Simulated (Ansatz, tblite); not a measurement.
Cost and result up the ladder for the cluster Cu4Br4⁺ (8 atoms). Charge 1, multiplicity 2. Geometry: PBE-D4/def2-SVP.

| atom | x (Å) | y (Å) | z (Å) |
| --- | --- | --- | --- |
| Cu1 | -0.204 | -0.966 | -1.299 |
| Cu2 | 1.695 | -0.238 | 0.209 |
| Cu3 | 0.049 | 1.486 | -0.837 |
| Cu4 | -0.750 | -0.042 | 1.191 |
| Br5 | 1.680 | 0.287 | -2.130 |
| Br6 | -1.689 | 2.069 | 0.549 |
| Br7 | -1.952 | -1.763 | -0.052 |
| Br8 | 1.172 | -0.833 | 2.368 |

Ansatz on 4 threads of Arm Neoverse V1 on a shared host; xTB runs through tblite on one thread. Times are rough, summed over both states, and most runs start from the orbitals of an earlier one. PBE0-D4/def2-SVP serves as the yardstick here, not as an exact answer. The other state is a quartet at its own geometry, which has other bonds, so the gap mixes isomer and spin.

The xTB rows come from tblite. HOMO above LUMO, or a gap near zero within one spin, warns that the state may not be the lowest or that an electron is smeared out. The structure comes from a short search, and lower isomers may exist.

Run but left out: HF/STO-3G (doublet: ⟨S²⟩ 6.07, where a pure state has 0.75).

xTB has no spin-polarisation term.

```tsv
level	functions	quartet − doublet (eV)	difference from PBE0-D4/def2-SVP (eV)	remarks
GFN1-xTB	72	2.01	-1.33	–
r2SCAN-D4/def2-SVP	252	2.84	-0.50	–
GFN2-xTB	72	4.48	1.14	–
revPBE-D4/def2-SVP	252	2.63	-0.71	–
PBE0-D4/def2-SVP (with forces)	252	3.34	0.00	–
LDA (SPW92)/def2-SVP	252	2.91	-0.44	gap within one spin near zero (quartet)
PBE-D4/def2-SVP	252	2.68	-0.67	–
```

(1) Estimate how long each takes.

Results:

(1) GFN1-xTB 0.036 s; GFN2-xTB 0.083 s; LDA (SPW92)/def2-SVP 25 s; revPBE-D4/def2-SVP 54 s; PBE-D4/def2-SVP 64 s; r2SCAN-D4/def2-SVP 2.1 min; PBE0-D4/def2-SVP (with forces) 2.6 min. On shared hardware such times vary by a factor of up to 3.
